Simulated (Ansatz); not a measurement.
Cl$_{2}$H$_{5}$NO$_{2}$Si$_{2}$, SMILES `O[Si](O)(Cl)N[SiH2]Cl`. Total charge 0; spin multiplicity 1. Geometry: relaxed with PBE0-D4/def2-TZVP. It is one conformer, not always the lowest.

```xyz
12

O     2.020   -0.054    1.503
Si    0.638    0.437    0.811
O     0.861    2.000    0.406
Cl   -0.977    0.321    2.069
N     0.297   -0.624   -0.480
Si   -1.218   -1.113   -1.117
Cl   -2.304    0.509   -1.797
H     2.504    0.598    2.015
H     0.107    2.481    0.059
H     1.087   -0.801   -1.089
H    -0.952   -1.986   -2.281
H    -2.062   -1.768   -0.100
```

Question: What is the dipole moment at B3LYP/def2-TZVPP? (Estimate.)

Answer: The calculation gave: 1.58 D, with components (1.48, 0.28, -0.48) D in this frame, pointing from negative to positive charge.

Question: And with PBE, r2SCAN, ωB97M-V? (An estimate is asked.)

Answer: The calculation gave: PBE 1.64 D, r2SCAN 1.67 D, ωB97M-V 1.60 D.

Question: Give the Mulliken charges with B3LYP, ωB97M-V, PBE in def2-TZVPP. (An estimate is asked.)

Answer: The calculation gave: 
```csv
atom,B3LYP,ωB97M-V,PBE
O1,-0.38,-0.37,-0.34
Si2,0.70,0.66,0.56
O3,-0.37,-0.36,-0.33
Cl4,-0.25,-0.21,-0.22
N5,-0.31,-0.32,-0.25
Si6,0.47,0.36,0.38
Cl7,-0.27,-0.24,-0.24
H8,0.20,0.19,0.20
H9,0.20,0.19,0.20
H10,0.14,0.12,0.15
H11,-0.06,-0.02,-0.06
H12,-0.05,0.00,-0.04
```

B3LYP here is the variant with VWN-RPA as its local correlation; programs differ in this.

All numbers were calculated with Ansatz.
